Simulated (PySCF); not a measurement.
Species: C3H7BFN.
Bonds: C1–C2, C2–N3 (triple), N3–B4, B4–C5, C5–F6. Hydrogens: H7, H8, H9 on C1; H10, H11 on B4; H12, H13 on C5.

The closed-shell SCF was solved with PySCF and density fitting under several settings on one GFN2-xTB geometry (grid level 2 and gas phase unless stated).

| settings | basis functions | SCF cycles | E (Eh) | HOMO (eV) | LUMO (eV) | dipole (D) |
| --- | --- | --- | --- | --- | --- | --- |
| PBE0/pcSseg-1 | 137 | 14 | -297.5746 | -7.26 | -0.52 | 6.55 |
| PBE0/def2-SVPD | 179 | 14 | -297.4031 | -7.37 | -0.60 | 6.54 |

Estimate the rows for these settings: (1) revPBE/aug-pcSseg-1; (2) PBE0/aug-pcSseg-1, start guess atom.

| settings | basis functions | SCF cycles | E (Eh) | HOMO (eV) | LUMO (eV) | dipole (D) |
| --- | --- | --- | --- | --- | --- | --- |
| revPBE/aug-pcSseg-1 | 219 | 16 | -297.8448 | -5.95 | -1.48 | 6.16 |
| PBE0/aug-pcSseg-1, start guess atom | 219 | 11 | -297.5886 | -7.34 | -0.67 | 6.54 |

Over all rows, what range does the HOMO–LUMO gap span?

From 4.47 eV (revPBE/aug-pcSseg-1) to 6.77 eV (PBE0/def2-SVPD). The functional of the narrowest has no exact exchange, that of the widest 25 % exact exchange.

And the dipole moment?

From 6.16 D (revPBE/aug-pcSseg-1) to 6.55 D (PBE0/pcSseg-1); the largest is 1.06 times the smallest, and the median is 6.54 D.

Compare two rows with the functional PBE0: PBE0/def2-SVPD and PBE0/aug-pcSseg-1, start guess atom. Which energy is lower, and by how much?

PBE0/aug-pcSseg-1, start guess atom (219 functions) lies 0.1855 Eh or 116 kcal/mol below PBE0/def2-SVPD (179 functions).

Whole jobs, the steps after the SCF included, on one thread of an Arm Neoverse N1 (shared host):

| settings | work after the SCF | wall time | peak memory |
| --- | --- | --- | --- |
| PBE0/pcSseg-1 | shieldings, charges and field gradients, density and orbital grids written | 27 s | 0.64 GiB |
| PBE0/def2-SVPD | 6 singlets by full TDDFT, 2 Tamm–Dancoff triplets, polarisability, density and orbital grids written | 37 s | 0.73 GiB |
| revPBE/aug-pcSseg-1 | 1 singlet by TDA, 2 Tamm–Dancoff triplets, polarisability | 49 s | 0.65 GiB |
| PBE0/aug-pcSseg-1, start guess atom | 6 singlets by full TDDFT, 5 Tamm–Dancoff triplets, polarisability | 50 s | 0.80 GiB |

Cycle counts include a coarse-grid stage where the run had one.

Conformer computed: `[CH3:1][C:2]#[N+:3][BH2-:4][CH2:5][F:6]`: N3–B4–C5–F6 52°.

One conformer stands for the species.
